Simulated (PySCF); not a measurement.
**Adding and removing an electron: AlBr**

RHF-SCS-MP2; Al def2-TZVPPD, Br def2-TZVPPD; no relativity (PySCF 2.14). Neutral (RHF): singlet (closed shell), Re = 2.317 Å, ωe = 376 cm⁻¹, De = 4.61 eV.

AlBr⁺ (UHF): doublet (σ ↑), Re = 2.177 Å, ωe = 485 cm⁻¹, De = 1.49 eV to Al⁺ + Br. The energies at the minima are -2814.71434 hartree for AlBr and -2814.38693 for AlBr⁺.

Task: Work out the adiabatic ionisation energy, without and with harmonic zero-point energies (1 hartree = 27.2114 eV, 1 eV = 8065.5 cm⁻¹), and the change of the bond length.

Result: At SCS-MP2: 0.32741 hartree = 8.909 eV between the minima; the zero-point term (485.0 − 376.0)/2 cm⁻¹ = +0.007 eV makes it 8.916 eV. Re changes by -14.0 pm against the neutral. The electron leaves a σ orbital, and the shorter bond of the ion fits an antibonding orbital, or a change in how ionic the bond is.

AlBr⁻ (UHF): doublet (π ↑), Re = 2.521 Å, ωe = 244 cm⁻¹, De = 1.29 eV to Al + Br⁻. The energies at the minima are -2814.71434 hartree for AlBr and -2814.71546 for AlBr⁻.

Task: Work out the adiabatic electron affinity, without and with harmonic zero-point energies (1 hartree = 27.2114 eV, 1 eV = 8065.5 cm⁻¹), and the change of the bond length.

Result: At SCS-MP2: 0.00112 hartree = 0.030 eV between the minima; the zero-point term (376.0 − 244.0)/2 cm⁻¹ = +0.008 eV makes it 0.039 eV. Re changes by +20.4 pm against the neutral. The electron enters a π orbital, and the longer bond of the ion fits an antibonding orbital, or a change in how ionic the bond is.

Correlated steps freeze 14 core orbitals. Spin–orbit coupling is left out. For an ion De counts to the pair picked by the measured ionisation energies or electron affinities, which need not be the lowest pair at this level. Where the molecule has an RHF reference, its open-shell atoms are computed with UHF. States were picked by a PBE0 search and need not be the measured ground states.

Neutral and ion stand on different kinds of reference determinant, which adds to the error of the difference.
